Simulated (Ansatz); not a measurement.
Geometry optimisation of Ni₂O₂⁺.

```yaml
crystal:
  periodic: [false, false, false]
  atoms:
    - {symbol: Ni, position_ang: [0.504470, 0.031020, -1.580430]}
    - {symbol: Ni, position_ang: [-0.215600, 0.045300, 0.430030]}
    - {symbol: O, position_ang: [-1.244400, 0.570810, 1.192350]}
    - {symbol: O, position_ang: [0.955530, -0.647130, -0.041950]}
basis:
  gaussian: {orbitals: def2-SVP}
total_charge: 1
magnetization: {spin_polarized: true, initial_magnetization: 1}
hamiltonian: {xc: r2scan, dispersion: d4}
scf: {omitted_lower_state_checks: [starts]}
output: {orbitals: {seedname: orbitals}}
relax: {f_tol: 0.02, max_steps: 100}
```

```sh
$ ansatz run in.yaml --threads 4 --pin off --events-out ev --progress --plain --max-ram 3916MiB
```

Output, abridged:

```
Functional definition: r2SCAN
mean field -86150.76806863 eV, -3165.9823314343 hartree, gradient 4.3e-6 eV, S^2 1.654027; 0 other end points of the search recorded, 0 dependent functions left out
relax step   1: F+E_penalty+E_count = -86150.78665820 eV  Δ(F+E_penalty+E_count) = +0.000e0 eV  max|allowed force component| = 1.254e1 eV/Å  Δτ_max = 0.0000 Å  (158 SCF iters, accepted)
mean field -86153.27477150 eV, -3166.0744510656 hartree, gradient 9.7e-6 eV, S^2 1.949100; 0 other end points of the search recorded, 0 dependent functions left out
relax step   2: F+E_penalty+E_count = -86153.29301862 eV  Δ(F+E_penalty+E_count) = -2.506e0 eV  max|allowed force component| = 5.017e0 eV/Å  Δτ_max = 0.1386 Å  (81 SCF iters, accepted)
mean field -86154.17726800 eV, -3166.1076172004 hartree, gradient 3.3e-6 eV, S^2 2.199580; 0 other end points of the search recorded, 0 dependent functions left out
relax step   3: F+E_penalty+E_count = -86154.19522117 eV  Δ(F+E_penalty+E_count) = -9.022e-1 eV  max|allowed force component| = 1.521e0 eV/Å  Δτ_max = 0.1334 Å  (84 SCF iters, accepted)
mean field -86154.42477354 eV, -3166.1167128609 hartree, gradient 8.5e-7 eV, S^2 2.431155; 0 other end points of the search recorded, 0 dependent functions left out
relax step   4: F+E_penalty+E_count = -86154.44247807 eV  Δ(F+E_penalty+E_count) = -2.473e-1 eV  max|allowed force component| = 2.219e0 eV/Å  Δτ_max = 0.1989 Å  (163 SCF iters, accepted)
mean field -86154.53619638 eV, -3166.1208075748 hartree, gradient 2.0e-7 eV, S^2 2.450472; 0 other end points of the search recorded, 0 dependent functions left out
relax step   5: F+E_penalty+E_count = -86154.55416557 eV  Δ(F+E_penalty+E_count) = -1.117e-1 eV  max|allowed force component| = 5.988e-1 eV/Å  Δτ_max = 0.0873 Å  (186 SCF iters, accepted)
mean field -86154.58803824 eV, -3166.1227127282 hartree, gradient 4.7e-7 eV, S^2 2.464320; 0 other end points of the search recorded, 0 dependent functions left out
relax step   6: F+E_penalty+E_count = -86154.60728946 eV  Δ(F+E_penalty+E_count) = -5.312e-2 eV  max|allowed force component| = 6.937e-1 eV/Å  Δτ_max = 0.0632 Å  (178 SCF iters, accepted)
mean field -86154.68959971 eV, -3166.1264450433 hartree, gradient 1.2e-8 eV, S^2 2.525664; 0 other end points of the search recorded, 0 dependent functions left out
relax step   7: F+E_penalty+E_count = -86154.71243713 eV  Δ(F+E_penalty+E_count) = -1.051e-1 eV  max|allowed force component| = 1.101e0 eV/Å  Δτ_max = 0.1925 Å  (226 SCF iters, accepted)
mean field -86154.84887497 eV, -3166.1322983011 hartree, gradient 2.7e-10 eV, S^2 2.491970; 0 other end points of the search recorded, 0 dependent functions left out
relax step   8: F+E_penalty+E_count = -86154.87155345 eV  Δ(F+E_penalty+E_count) = -1.591e-1 eV  max|allowed force component| = 5.256e-1 eV/Å  Δτ_max = 0.1995 Å  (221 SCF iters, accepted)
mean field -86154.90426569 eV, -3166.1343338725 hartree, gradient 1.1e-10 eV, S^2 2.469257; 0 other end points of the search recorded, 0 dependent functions left out
relax step   9: F+E_penalty+E_count = -86154.92675066 eV  Δ(F+E_penalty+E_count) = -5.520e-2 eV  max|allowed force component| = 7.873e-1 eV/Å  Δτ_max = 0.1803 Å  (835 SCF iters, accepted)
mean field -86154.95709057 eV, -3166.1362751511 hartree, gradient 1.9e-10 eV, S^2 2.469887; 0 other end points of the search recorded, 0 dependent functions left out
relax step  10: F+E_penalty+E_count = -86154.97939240 eV  Δ(F+E_penalty+E_count) = -5.264e-2 eV  max|allowed force component| = 1.446e-1 eV/Å  Δτ_max = 0.1979 Å  (208 SCF iters, accepted)
mean field -86154.95960627 eV, -3166.1363676015 hartree, gradient 1.0e-10 eV, S^2 2.466181; 0 other end points of the search recorded, 0 dependent functions left out
relax step  11: F+E_penalty+E_count = -86154.98190215 eV  Δ(F+E_penalty+E_count) = -2.510e-3 eV  max|allowed force component| = 3.423e-2 eV/Å  Δτ_max = 0.0360 Å  (213 SCF iters, accepted)
mean field -86154.96037350 eV, -3166.1363957966 hartree, gradient 1.2e-10 eV, S^2 2.466729; 0 other end points of the search recorded, 0 dependent functions left out
relax step  12: F+E_penalty+E_count = -86154.98266205 eV  Δ(F+E_penalty+E_count) = -7.599e-4 eV  max|allowed force component| = 3.543e-3 eV/Å  Δτ_max = 0.0254 Å  (208 SCF iters, accepted)
mean field -86154.96037350 eV, -3166.1363957966 hartree, gradient 2.0e-10 eV, S^2 2.466729; 0 other end points of the search recorded, 0 dependent functions left out
Total energy: -86154.98269430 eV, -3166.1372160709 hartree
Atom 0 at     1.452471    -0.519546    -2.004478 Å, force     0.000249    -0.000969     0.003279 eV/Å
Atom 1 at    -0.511396     0.181589     0.711231 Å, force     0.000079     0.000815    -0.003543 eV/Å
Atom 2 at    -1.437358     0.519017     1.963593 Å, force     0.000382    -0.001013     0.003063 eV/Å
Atom 3 at     0.496284    -0.181060    -0.670346 Å, force    -0.000709     0.001167    -0.002799 eV/Å
Dipole moment:     0.935126    -0.334556    -1.290273 e Å
Checks for a lower state left out: starts
```

Hardware: 4 threads of Arm Neoverse V1 on a shared host. Wall time 7.5 min.

The charge 1 doublet is spin-contaminated (final ⟨S²⟩ up to 2.47, 0.75 for a pure state). No other spin state of charge 1 was run. Another isomer (quartet) lies 0.26 eV lower at PBE0-D4/def2-TZVP; other spin states weren't run for this one.
